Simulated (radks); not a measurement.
Species: the thulium ion Tm54+. Configuration: [Ne] 3s2 3p3 (the NIST ground configuration). Calculated with a radial shooting solver on a logarithmic mesh with Libxc functionals: scalar-relativistic Kohn-Sham, LB94 model potential, spin-polarised, spherical densities, finite nucleus; open shells are filled with parallel spins first (spin-orbit coupling, left out, can overturn this in heavy ions); Fermi nuclear charge, rms radius 5.2256 fm.

Normalised radial functions P(r) = r R(r), r in bohr:

r          2p down   3d up
0.0007295   0.0085  0.0000
0.0008095   0.0102  0.0000
0.0009054   0.0123  0.0000
0.001005    0.0146  0.0000
0.001124    0.0177  0.0000
0.001247    0.0210  0.0001
0.001395    0.0254  0.0001
0.001547    0.0303  0.0001
0.001731    0.0366  0.0001
0.001921    0.0437  0.0002
0.002148    0.0527  0.0003
0.002384    0.0629  0.0003
0.002666    0.0759  0.0005
0.002958    0.0904  0.0006
0.003309    0.1091  0.0008
0.003672    0.1298  0.0011
0.004107    0.1564  0.0015
0.004557    0.1858  0.0020
0.005097    0.2235  0.0027
0.005656    0.2648  0.0036
0.006326    0.3175  0.0049
0.007019    0.3750  0.0065
0.007788    0.4421  0.0086
0.008711    0.5265  0.0116
0.009666    0.6175  0.0153
0.01081     0.7307  0.0206
0.012       0.8513  0.0271
0.01342     0.9990  0.0363
0.01489     1.1538  0.0475
0.01665     1.3399  0.0632
0.01848     1.5304  0.0821
0.02067     1.7537  0.1083
0.02293     1.9754  0.1395
0.02565     2.2260  0.1822
0.02846     2.4644  0.2322
0.03184     2.7197  0.2994
0.03533     2.9470  0.3764
0.03951     3.1697  0.4776
0.04384     3.3446  0.5905
0.04904     3.4850  0.7345
0.05441     3.5588  0.8899
0.06086     3.5656  1.0800
0.06753     3.4969  1.2756
0.07494     3.3523  1.4853
0.08382     3.1140  1.7192
0.093       2.8243  1.9336
0.104       2.4549  2.1469
0.1154      2.0786  2.3136
0.1291      1.6637  2.4415
0.1433      1.2936  2.4978
0.1602      0.9351  2.4782
0.1778      0.6547  2.3794
0.1989      0.4175  2.1876
0.2207      0.2569  1.9409
0.2468      0.1404  1.6228
0.2739      0.0736  1.3046
0.3063      0.0332  0.9687
0.3399      0.0143  0.6886
0.3802      0.0051  0.4410
0.4218      0.0017  0.2689
0.4718      0.0005  0.1433
0.5236      0.0001  0.0722
0.5856      0.0000  0.0306
0.6498      0.0000  0.0122

2p down: eigenvalue -12814.0 eV, 0 radial nodes, <r> = 0.0743 bohr, 90 % of the charge inside 0.121 bohr. 3d up (empty): eigenvalue -4920.5 eV, 0 radial nodes, <r> = 0.175 bohr, 90 % of the charge inside 0.266 bohr.
